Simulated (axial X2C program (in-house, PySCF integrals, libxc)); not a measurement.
# What spin–orbit coupling does to TaO⁻

Calculated with an in-house relativistic program for diatomic molecules. Spin-free means the one-electron spin-free X2C Hamiltonian; two-component (2c) means X2C with spin–orbit coupling and atomic mean-field two-electron Coulomb and Gaunt terms, so the difference of the two also holds small scalar two-electron terms. Basis: Ta dyall-acv3z [14s15p10d7f4g], O dyall-av3z [7s6p3d2f] (cores contracted in-house); Gaussian nuclei, density fitting, unrestricted open shells. Masses: Ta 180.948 u, O 15.995 u.

Spin-free state: M_S = 1, Λ = 0 (beyond evenly filled blocks: δ+α, δ-α); fragments Ta + O-.

| level | Re (Å) | ωe (cm⁻¹) | De (eV) | μ (D) |
| --- | --- | --- | --- | --- |
| PBE0 | 1.718 | 962.9 | 7.807 | -0.70 |
| B97-3 | 1.721 | 955.8 | 7.554 | -0.97 |

Dipoles are positive if O is the positive end and refer to the centre of mass.

Two-component determinant lowest at the distance of the search:

Ω = 1 (⟨Sz⟩ = 1.00, ⟨Lz⟩ = 0.00 at PBE0); fragments Ta + O-.

| level | Re (Å) | ωe (cm⁻¹) | μ (D) |
| --- | --- | --- | --- |
| PBE0 | 1.717 | 962.1 | -0.69 |
| B97-3 | 1.720 | 955.0 | -0.95 |

(1) From the two tables, how do the constants change at the PBE0 level (2c against spin-free)?

Occupations by symmetry block were frozen at the best pattern of an incomplete PBE0 search. Dissociation energies refer to the lowest single-determinant-based atoms at the same level and basis. De is not given where an atomic determinant may have missed its ground term or J level, or where the truncated virtual space spoils (T). Density functionals use the spin component along the axis (collinear). Other states lie close and PBE0, whose exact exchange favours high spin, may order them wrongly; the determinant shown need not be the ground state. The nearest other spin-free determinant of the search, M_S = 0, Λ = 4, lies 0.78 eV up at the distance of the search. The functionals have no current-density term, which raises determinants with orbital currents, atoms included. With several unpaired electrons one determinant need not be a pure state. Open-shell Ω = 0 determinants with evenly filled partner blocks cannot be reached by this program, so the Ω shown need not be the lowest component. The highest occupied level of some functionals is positive through self-interaction error; at Hartree–Fock it is bound. The determinant is spin-polarised beyond a pure state at some levels (its spin-free form has ⟨S²⟩ too high), which makes Re and μ there less reliable.

## Answers

(1) At the PBE0 level Re goes down by 0.001 Å and ωe goes down by 0.8 cm⁻¹.
